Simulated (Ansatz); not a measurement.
`[F][AlH][SeH]` and `[F][AlH][F]` differ in one atom or group.

Ansatz, PBE0-D4/def2-TZVP geometries, multiplicity 1. Each molecule was computed in one conformer, which needn't be the lowest.

Scalar relativity is left out up to krypton.

```csv
property,`[F][AlH][SeH]`
LUMO energy (ωB97M-V/def2-TZVPP) / eV,0.56
HOMO energy (PBE0/def2-TZVPP) / eV,-7.65
LUMO energy (PBE/def2-TZVPP) / eV,-1.80
size of the dipole moment (ωB97M-V/def2-TZVPP) / D,1.63
HOMO energy (PBE/def2-TZVPP) / eV,-6.52
zero-point energy (PBE0-D4/def2-TZVP) / kJ/mol,46.4
```

(1) What does the change do to each property? (Estimate.)

Answers

(1) Computed: 
| property | `[F][AlH][F]` | shift |
| --- | --- | --- |
| LUMO energy (ωB97M-V/def2-TZVPP) / eV | 0.68 | 0.12 |
| HOMO energy (PBE0/def2-TZVPP) / eV | -10.12 | -2.47 |
| LUMO energy (PBE/def2-TZVPP) / eV | -1.65 | 0.15 |
| size of the dipole moment (ωB97M-V/def2-TZVPP) / D | 1.32 | -0.31 |
| HOMO energy (PBE/def2-TZVPP) / eV | -8.65 | -2.13 |
| zero-point energy (PBE0-D4/def2-TZVP) / kJ/mol | 30.8 | -15.6 |

With PBE0 the HOMO falls by 2.47 eV and the LUMO rises by 0.18 eV, so the gap widens by about 2.65 eV. PBE moves the HOMO by -2.13 eV and ωB97M-V by -2.65 eV. The zero-point energy changes by -15.6 kJ/mol with -3 modes. Dipoles are sizes alone; their direction can turn.

Spin–orbit coupling is left out; it splits and shifts lone-pair levels of the heavy atoms by tenths of an eV.
